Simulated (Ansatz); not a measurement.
Stepwise reaction of `[OH][Al]([OH])[F]` with hydrogen chloride, as a gas-phase model of exchange steps in deposition or etching. ΔE in kJ/mol; ΔG adds harmonic PBE0-D4 terms to CCSD(T)/CBS, at 1 bar.

Program: Ansatz. Geometries: PBE0-D4/def2-TZVP. ΔE: electronic, gas phase. CBS: MP2 limit from def2 TZ/QZ plus the TZ coupled-cluster correction, frozen cores. This one scheme is used for every species. Functionals use def2-TZVPP. B3LYP here is the variant with VWN-RPA as its local correlation; programs differ in this. One conformer a species, not always the lowest.

| step | reaction | PBE-D4 | B3LYP-D4 | ωB97M-V | CCSD(T)/CBS | ΔG(500 K) |
| --- | --- | --- | --- | --- | --- | --- |
| 2 | `[OH][Al]([F])[Cl]` + HCl → `[F][Al]([Cl])[Cl]` + H₂O | -22.3 | -17.9 | -20.4 | -22.7 | -16.1 |

Task: Give the row of step 1, `[OH][Al]([OH])[F]` + HCl → `[OH][Al]([F])[Cl]` + H₂O. (Estimate.)

Result: Computed: 
| step | reaction | PBE-D4 | B3LYP-D4 | ωB97M-V | CCSD(T)/CBS | ΔG(500 K) |
| --- | --- | --- | --- | --- | --- | --- |
| 1 | `[OH][Al]([OH])[F]` + HCl → `[OH][Al]([F])[Cl]` + H₂O | -26.4 | -22.1 | -24.6 | -26.9 | -25.6 |

Task: By hand: ΔE of the 2 steps together at CCSD(T)/CBS.

Result: (-26.9) + (-22.7) = -49.6 kJ/mol, or -24.8 kJ/mol a step.

In ΔE the steps differ by no more than 4.2 kJ/mol. All are downhill at CCSD(T)/CBS. ΔG lies between -25.6 and -16.1 kJ/mol a step. PBE-D4 differs from CCSD(T)/CBS by 0.4 to 0.5 kJ/mol a step. Isolated molecules leave out the surface, adducts and barriers. Largest T1 diagnostic: 0.012.
